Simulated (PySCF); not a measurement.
Question: What does the GFN2-xTB structure of `COC(=O)COC(F)(F)F` look like in three dimensions?

Answer: 
```xyz
15
C4H5F3O3 angstrom
C      2.7527    0.1511    0.3687
O      1.5259   -0.5735    0.2923
C      0.5466    0.0059   -0.3982
O      0.6162    1.0680   -0.9409
C     -0.6791   -0.9143   -0.4182
O     -1.8479   -0.2269   -0.8610
C     -2.4914    0.4610    0.0661
F     -3.4880    1.1319   -0.4855
F     -3.0317   -0.3328    1.0194
F     -1.7370    1.3358    0.7459
H      3.1227    0.3747   -0.6332
H      3.4476   -0.4921    0.9013
H      2.6023    1.0873    0.9083
H     -0.5146   -1.7039   -1.1548
H     -0.8288   -1.3643    0.5679
```

Orientation and origin are arbitrary. Atoms count from 1 in this order. Of the pairs four or more bonds apart, C3···F10 is among the closest relative to their van der Waals radii: 2.88 Å, 91 % of the sum of Bondi's values. The 5 C–O bonds span 1.195 Å (C3=O4, drawn double) to 1.427 Å (C1–O2, drawn single), a spread of 0.232 Å. The C–F distances run from 1.322 Å (C7–F8, drawn single) to 1.353 Å (C7–F9, drawn single), a spread of 0.031 Å.

Bonds between heavy atoms (Å): C1–O2 1.427, O2–C3 1.331, C3=O4 1.195, C3–C5 1.533, C5–O6 1.426, O6–C7 1.322, C7–F8 1.322, C7–F9 1.353, C7–F10 1.340.

Computed geometry: GFN2-xTB, gas phase.

Point group: C1 (no symmetry element, even within 0.4 Å). No GFN2-xTB frequencies stand behind this structure, so it isn't proved a minimum. One conformer, not necessarily the lowest (C1–O2–C3–O4 0°, O2–C3–C5–O6 166°, C3–C5–O6–C7 -84°).
